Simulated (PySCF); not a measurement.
AlH2, SMILES [AlH2+], charge +1. Geometry: B3LYP-D3(BJ)/def2-TZVPD. The spin state was assumed, not searched. The isomer is the one that the SMILES or the coordinates give; other isomers of the formula were not compared.

TDA-PBE/def2-TZVPD in PySCF puts the lowest singlet excitations at 6.08, 6.08, 9.04, 9.04, 9.41, 10.17 eV and the lowest triplet (TDA) at 5.46 eV.

Question: What are the lowest singlet roots from EOM-CCSD/aug-cc-pVDZ (PySCF)? (Estimate from the structure and the level; the computed values follow.)

Answer: 6.43, 6.43, 9.35, 9.95, 9.95, 10.21 eV; triplets 6.06, 6.06, 6.27 eV. S1 differs by 0.36 eV (second minus first; roots are paired by order, and the bases may differ).
